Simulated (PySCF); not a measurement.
Si(F)(Me)3, C3H9FSi, SMILES C[Si](F)(C)C, PBE0/def2-SVP optimised geometry.

```
14

C      1.63    -0.64     0.00
Si    -0.23    -0.64     0.00
C     -0.93    -1.67    -1.39
C     -0.93     1.09     0.00
F     -0.71    -1.35     1.40
H      2.03    -0.17    -0.91
H      2.03    -0.09     0.86
H      2.03    -1.67     0.05
H     -2.03    -1.71    -1.34
H     -0.65    -1.26    -2.37
H     -0.55    -2.71    -1.35
H     -0.66     1.63    -0.92
H     -0.55     1.67     0.85
H     -2.03     1.07     0.07
```

Density from PBE0/def2-TZVP run with PySCF at that geometry.

Minimum of the electron density along straight lines between bonded atoms, close to the bond critical point (lines longer than 1.1 times the sum of covalent radii, or with two minima, are not listed):

```
bond    length / Å  ρ at the minimum / e bohr⁻³  ∇²ρ there / e bohr⁻⁵  position (fraction from the first atom)
------  ----------  ---------------------------  --------------------  ---------------------------------------
C1–Si2       1.868                        0.125                  0.18                                     0.61
Si2–C3       1.868                        0.125                  0.18                                     0.39
Si2–C4       1.868                        0.125                  0.18                                     0.39
Si2–F5       1.641                        0.125                  0.83                                     0.42
C1–H6        1.102                        0.265                 -0.86                                     0.64
C1–H7        1.101                        0.266                 -0.87                                     0.64
C1–H8        1.101                        0.266                 -0.87                                     0.64
C3–H9        1.101                        0.266                 -0.87                                     0.64
C3–H10       1.102                        0.265                 -0.86                                     0.64
C3–H11       1.101                        0.266                 -0.87                                     0.64
C4–H12       1.102                        0.265                 -0.86                                     0.64
C4–H13       1.101                        0.266                 -0.87                                     0.64
C4–H14       1.101                        0.266                 -0.87                                     0.64
```
